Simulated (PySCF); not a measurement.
Spectrum to structure. The calculation used TDDFT CAM-B3LYP/def2-SVPD, vertical, gas phase, core orbitals frozen in the response (PySCF 2.14.0, density-fitted response routines). Geometries: GFN2-xTB, one conformer each.

```tsv
state	E (eV)	f	main configurations (H = HOMO, L = LUMO)
S1	5.22	0.0021	H→L+1 (70%), H→L+2 (15%), H→L+5 (8%)
S2	5.55	0.058	H→L (97%)
S3	6.02	0.017	H→L+2 (68%), H→L+1 (21%)
S4	6.40	0.0076	H-2→L (93%)
S5	6.72	0.111	H→L+4 (87%)
S6	6.91	0.0006	H→L+3 (44%), H→L+5 (36%)
S7	7.08	0.0007	H→L+3 (50%), H→L+5 (41%)
S8	7.35	0.219	H-1→L (86%)
```

Question: Which structure fits?
A. `C1[C@H]2O[C@H]2CCC1`
B. `SC1=CON=C1`
C. `C=C(C)CC(C)=O`

Answer: B. Its S1 lies at 5.22 eV; the nearest of the others has S1 at 4.37 eV. S1 is HOMO→LUMO+1 (70%), HOMO→LUMO+2 (15%), HOMO→LUMO+5 (8%). Löwdin shares by element: HOMO sulfur 45%, carbon 34% or more, oxygen 7%; LUMO carbon 36% or more, nitrogen 23%, oxygen 17% (atoms not listed hold the other 24%). At the same level the other candidates give, for their lowest levels:
- `C=C(C)CC(C)=O`: 4.37 eV (f 0.006); 6.42 eV (f 0.131); 6.82 eV (f 0.003); 7.15 eV (f 0.090); 7.45 eV (f 0.049); T1 3.78 eV; HOMO -8.37, LUMO 0.33 eV
- `C1CC[C@H]2O[C@H]2C1`: 7.68 eV (f 0.025); 8.03 eV (f 0.001); 8.24 eV (f 0.014); 8.33 eV (f 0.022); 8.43 eV (f 0.023); T1 7.51 eV; HOMO -9.14, LUMO 1.39 eV

The values belong to the conformer `[SH:1][c:2]1[cH:3][n:4][o:5][cH:6]1`: H–S1–C2–C3 0°.
Triplets come from the Tamm–Dancoff approximation.
